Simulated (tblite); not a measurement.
C₆H₈BrFS.
SMILES with atom numbers: `[F:1][C@@H:2]([Br:3])[C@@H:4]1[CH2:5][CH2:6][C:7](=[S:8])[CH2:9]1` (hydrogens: H10 on C2; H11 on C4; H12, H13 on C5; H14, H15 on C6; H16, H17 on C9)

Computed with GFN2-xTB (tblite), gas phase: L-BFGS steps from a force-field or distance-geometry start until the largest atomic force falls under 0.01 eV/Å.

The end geometry, which sets the zero of energy:
```
atom  x, y, z in Å
F1      2.2490   -1.5345    0.4880
C2      1.6909   -0.3037    0.3978
Br3     3.1343    0.9485   -0.0667
C4      0.5845   -0.2952   -0.6485
C5     -0.1210    1.0639   -0.7343
C6     -1.1615    1.0374    0.3881
C7     -1.4641   -0.4110    0.6126
S8     -2.6138   -0.9869    1.5928
C9     -0.5337   -1.2500   -0.2067
H10     1.3419   -0.0248    1.3977
H11     1.0228   -0.5933   -1.6043
H12    -0.6198    1.1409   -1.7008
H13     0.5708    1.8998   -0.6441
H14    -2.0666    1.5944    0.1436
H15    -0.7710    1.4703    1.3133
H16    -0.1747   -2.1211    0.3427
H17    -1.0749   -1.6227   -1.0811
```

Question: These geometries come from the run, each turned onto the end geometry. Order them by energy, lowest first.
A.
```
atom  x, y, z in Å
F1      2.2897   -1.6801    0.1317
C2      1.7705   -0.4373    0.2739
Br3     3.2079    0.8285   -0.1753
C4      0.5522   -0.2672   -0.6247
C5     -0.0375    1.1585   -0.5303
C6     -1.4026    1.0233    0.1566
C7     -1.4256   -0.3543    0.7320
S8     -2.2173   -0.8257    2.0566
C9     -0.5419   -1.2181   -0.1089
H10     1.5428   -0.2905    1.3372
H11     0.8563   -0.5138   -1.6453
H12    -0.1442    1.6039   -1.5176
H13     0.6196    1.8016    0.0576
H14    -2.2136    1.0901   -0.5749
H15    -1.5912    1.7816    0.9134
H16    -0.1410   -2.0669    0.4447
H17    -1.1312   -1.6214   -0.9367
```
B.
```
atom  x, y, z in Å
F1      2.2757   -1.5438    0.4418
C2      1.7275   -0.3068    0.3703
Br3     3.1678    0.9275   -0.1730
C4      0.5791   -0.2838   -0.6289
C5     -0.1261    1.0785   -0.7057
C6     -1.1847    1.0381    0.3953
C7     -1.5278   -0.4083    0.5605
S8     -2.7632   -0.9893    1.4268
C9     -0.5237   -1.2486   -0.1654
H10     1.4367   -0.0207    1.3856
H11     0.9852   -0.5862   -1.5963
H12    -0.6092    1.1625   -1.6776
H13     0.5553    1.9198   -0.5941
H14    -2.0597    1.6440    0.1668
H15    -0.7776    1.4091    1.3389
H16    -0.1537   -2.0580    0.4672
H17    -1.0086   -1.7221   -1.0219
```
C.
```
atom  x, y, z in Å
F1      2.2875   -1.5289    0.4272
C2      1.7144   -0.3027    0.3739
Br3     3.1345    0.9707   -0.1102
C4      0.5783   -0.2942   -0.6400
C5     -0.1229    1.0675   -0.7202
C6     -1.1636    1.0396    0.4002
C7     -1.5059   -0.4051    0.5818
S8     -2.7481   -0.9698    1.4494
C9     -0.5277   -1.2531   -0.1712
H10     1.3924   -0.0416    1.3879
H11     0.9927   -0.5967   -1.6047
H12    -0.6210    1.1503   -1.6861
H13     0.5739    1.8986   -0.6271
H14    -2.0507    1.6321    0.1803
H15    -0.7540    1.4257    1.3379
H16    -0.1542   -2.0763    0.4408
H17    -1.0325   -1.7040   -1.0299
```
D.
```
atom  x, y, z in Å
F1      2.2082   -1.5886    0.4786
C2      1.7834   -0.3079    0.3388
Br3     3.2929    0.7372   -0.3519
C4      0.5884   -0.2609   -0.6074
C5     -0.1184    1.1064   -0.6478
C6     -1.2466    1.0353    0.3926
C7     -1.5345   -0.4195    0.5678
S8     -2.8077   -1.0244    1.3701
C9     -0.5006   -1.2390   -0.1316
H10     1.5622    0.0691    1.3405
H11     0.9645   -0.5308   -1.5984
H12    -0.5673    1.2388   -1.6425
H13     0.5776    1.9364   -0.4736
H14    -2.1636    1.5520    0.0723
H15    -0.9556    1.4703    1.3634
H16    -0.1162   -2.0368    0.5076
H17    -0.9736   -1.7255   -0.9886
```
E.
```
atom  x, y, z in Å
F1      2.2491   -1.5563    0.4474
C2      1.7495   -0.2981    0.3678
Br3     3.2161    0.8527   -0.2318
C4      0.5824   -0.2775   -0.6159
C5     -0.1266    1.0810   -0.6893
C6     -1.2023    1.0360    0.3967
C7     -1.5350   -0.4113    0.5638
S8     -2.7889   -1.0128    1.3900
C9     -0.5211   -1.2452   -0.1551
H10     1.4895    0.0221    1.3850
H11     0.9736   -0.5694   -1.5941
H12    -0.6041    1.1759   -1.6653
H13     0.5453    1.9294   -0.5683
H14    -2.0784    1.6349    0.1492
H15    -0.8289    1.4222    1.3480
H16    -0.1358   -2.0436    0.4804
H17    -0.9913   -1.7280   -1.0184
```

Answer: C (0.004 eV), B (0.010 eV), E (0.019 eV), D (0.048 eV), A (0.095 eV).

In the order of the answer:

```json
{"step": "82", "E above end (eV)": "0.004", "largest force (eV/Å)": "0.02", "rms force component (eV/Å)": "0.009", "rms distance from end (Å)": "0.071", "rms bond change (Å)": "0.001", "bond most changed (Å)": "C4–C9 +0.002"}
{"step": "71", "E above end (eV)": "0.010", "largest force (eV/Å)": "0.11", "rms force component (eV/Å)": "0.036", "rms distance from end (Å)": "0.090", "rms bond change (Å)": "0.002", "bond most changed (Å)": "C2–Br3 +0.007"}
{"step": "67", "E above end (eV)": "0.019", "largest force (eV/Å)": "0.18", "rms force component (eV/Å)": "0.051", "rms distance from end (Å)": "0.117", "rms bond change (Å)": "0.003", "bond most changed (Å)": "C2–Br3 -0.008"}
{"step": "57", "E above end (eV)": "0.048", "largest force (eV/Å)": "0.34", "rms force component (eV/Å)": "0.107", "rms distance from end (Å)": "0.176", "rms bond change (Å)": "0.005", "bond most changed (Å)": "C6–H14 +0.010"}
{"step": "16", "E above end (eV)": "0.095", "largest force (eV/Å)": "0.09", "rms force component (eV/Å)": "0.032", "rms distance from end (Å)": "0.467", "rms bond change (Å)": "0.004", "bond most changed (Å)": "C4–C5 +0.012"}
```

What follows is the cost of the whole relaxation. Time: 1.8 s. Hardware: an Intel Xeon with one thread, on a shared host.
